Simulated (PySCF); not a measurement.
Species: C₆H₁₃P₂ (charge +1).
SMILES with atom numbers: `[CH3:1][C:2]1=[CH:3][CH2:4][P@+:5]([CH3:6])([PH2:7])[CH2:8]1` (hydrogens: H9, H10, H11 on C1; H12 on C3; H13, H14 on C4; H15, H16, H17 on C6; H18, H19 on P7; H20, H21 on C8)

Computed with PySCF at PBE0/pcSseg-1, non-relativistic, on one gas-phase PBE0-D3(BJ)/def2-SVP geometry that isn't relaxed in the solvent. The solvent is an IEF-PCM continuum (cavity from Bondi-type radii × 1.2). The model holds no explicit solvent molecules, cavitation or dispersion.

Gas phase at PBE0/pcSseg-1: HOMO -11.26 eV, LUMO -4.84 eV.

Question: What does the continuum do to the energy and the frontier levels at PBE0/pcSseg-1 in benzene and acetonitrile?

Answer: 
```csv
solvent,ε,E(solvent) − E(gas) (kcal/mol),polarisation term (kcal/mol),distortion of the solute (kcal/mol),HOMO (eV),LUMO (eV)
benzene,2.271,-29.22,-29.47,0.25,-9.06,-2.52
acetonitrile,35.69,-51.95,-53.31,1.36,-7.47,-0.77
```

The polarisation term is half the interaction of the solute with the surface charges that it induces; the rest is the cost of distorting the solute's density. The sum is the electrostatic part of solvation alone. From benzene to acetonitrile the lowering changes by a factor 1.78, Born's factor 1 − 1/ε by 1.74 and ε itself by 15.7.

Question: Which radius a makes Born's formula ΔE = −(q²/2a)(1 − 1/ε) give the value in acetonitrile?

Answer: a = q²(1 − 1/ε)/(2|ΔE|) = 3.11 Å, with q = +1 e and |ΔE| = 0.0828 Eh; the farthest nucleus lies 3.71 Å from the centroid of the nuclei. The formula assumes a point charge at the centre of a sphere.

Question: Which Hirshfeld charges (PBE0/pcSseg-1) respond most in acetonitrile (means over atoms taken as equivalent)?

Answer: 
| atoms | environment | gas (e) | solvent (e) | change |
| --- | --- | --- | --- | --- |
| P5 | phosphorus bonded to 3 C and P | +0.410 | +0.438 | +0.028 |
| P7 | three-coordinate phosphorus | +0.164 | +0.141 | -0.023 |
| H12 | vinylic hydrogen | +0.073 | +0.066 | -0.007 |
| H9/H10/H11 | methyl hydrogen | +0.064 | +0.057 | -0.007 |
| C1 | allylic carbon | -0.100 | -0.107 | -0.007 |
| H18/H19 | P–H hydrogen | +0.028 | +0.035 | +0.007 |

Question: Which Mayer bond orders change most in acetonitrile?

Answer: 
```tsv
bond	length (Å)	gas	solvent	change
C4–P5	1.827	0.923	0.936	+0.013
P5–P7	2.192	1.038	1.030	-0.008
P5–C6	1.802	1.043	1.050	+0.007
C8–C2	1.517	1.001	1.008	+0.007
P7–H18	1.428	0.903	0.910	+0.007
P7–H19	1.428	0.905	0.912	+0.007
C1–C2	1.489	1.090	1.094	+0.004
C2–C3	1.344	1.822	1.826	+0.004
```
